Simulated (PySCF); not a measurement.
PySCF input for Si(OH)3(NH2) (H5NO3Si), SMILES N[Si](O)(O)O, IEF-PCM-B3LYP/def2-SVP. Geometry: ωB97X-D3(BJ)/def2-SVP. A frequency run showed that this geometry is not a minimum. One conformer was computed; it need not be the lowest.

```python
import numpy as np
from pyscf import gto, scf, dft
from pyscf.solvent import pcm

mol = gto.M(
    atom='''
    N     1.59124328   -0.58312912   -0.13895385
    Si   -0.01448128    0.00949746   -0.01610031
    O    -0.02851428    1.28261422    1.05037590
    O    -0.61305496    0.58234160   -1.44267275
    O    -1.00503646   -1.24008637    0.44860770
    H     1.75618102   -1.43485069   -0.66620330
    H     2.34330521    0.08086330   -0.29431963
    H     0.37303303    1.12688466    1.91017605
    H    -1.51206869    0.92485141   -1.41735220
    H    -0.72357025   -1.74776511    1.21529346
    ''',
    basis='def2-SVP',
    charge=0,
    spin=0,
    max_memory=1600,
    verbose=3,
)
mf = dft.RKS(mol, xc='b3lyp').density_fit(auxbasis='def2-universal-jkfit')
mf.grids.level = 3
mf.conv_tol = 1e-9
mf.max_cycle = 100
mf.kernel()
res = {}
for name, eps in {'water': 78.355, 'acetonitrile': 35.688, 'diethylether': 4.24}.items():
    s = mf.PCM()
    s.with_solvent.method, s.with_solvent.eps, s.with_solvent.lebedev_order = 'IEF-PCM', eps, 29
    s.kernel(mf.make_rdm1())
    res[name] = (s.e_tot, eps, s.dip_moment(), s.mo_energy, s.converged)
    print(f'{name}: electrostatic solvation free energy {(s.e_tot - mf.e_tot) * 627.509474:.3f} kcal/mol')
```

It prints:

```
converged SCF energy = -572.804680884607

WARN: PCM is an experimental feature. It is still in testing.
Features and APIs may be changed in the future.

converged SCF energy = -572.823526067138
Dipole moment(X, Y, Z, Debye):  1.55576, -1.09100,  1.99641
water: electrostatic solvation free energy -11.826 kcal/mol

WARN: PCM is an experimental feature. It is still in testing.
Features and APIs may be changed in the future.

converged SCF energy = -572.823051171164
Dipole moment(X, Y, Z, Debye):  1.54963, -1.08602,  1.98564
acetonitrile: electrostatic solvation free energy -11.528 kcal/mol

WARN: PCM is an experimental feature. It is still in testing.
Features and APIs may be changed in the future.

converged SCF energy = -572.817417886778
Dipole moment(X, Y, Z, Debye):  1.47602, -1.02809,  1.86446
diethylether: electrostatic solvation free energy -7.993 kcal/mol
```

Self-consistency was reached.
